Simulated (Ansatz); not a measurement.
Consider the formal exchange of groups at a B–N bond: `B/N=C\Cl` + `C1[SiH2][Se]1` → `BC1[SiH2][Se]1` + `N=CCl`.

Program: Ansatz. Geometries: PBE0-D4/def2-TZVP. ΔE: electronic, gas phase. CCSD(T)/CBS is the MP2 limit (def2-TZVPP, def2-QZVPP) plus CCSD(T) − MP2 in def2-TZVPP, frozen cores. This one scheme is used for every species. For Se outer-core shells are correlated without core-valence functions, which leaves a few kJ/mol of doubt a bond. Scalar relativity is left out up to krypton. One conformer a species, not always the lowest.

```csv
level,ΔE (kJ/mol)
HF/def2-TZVPP,80.1
SCS-MP2/def2-QZVPP,75.9
```

Q: What does CCSD(T)/CBS give? (Best estimate.)

A: Ansatz gave: +75.3 kJ/mol. The listed levels differ from it by 4.8, 0.6 kJ/mol.

Largest T1 diagnostic among the species: 0.014.

In def2-TZVPP, CCSD(T) changes the Hartree–Fock value by −4.3 kJ/mol (the triples alone add −0.1 kJ/mol) and MP2 by −4.6 kJ/mol. The D4 term adds −4.6 kJ/mol with B3LYP and −2.3 kJ/mol with PBE0; it sums over pairs of atoms, weighted by their polarisabilities, and B3LYP, whose exchange is more repulsive, gets the larger term. From PBE to PBE0 (25 % exact exchange), in def2-TZVPP and without D4, ΔE moves by −6.3 kJ/mol.

B3LYP here is the variant with VWN-RPA as its local correlation; programs differ in this.
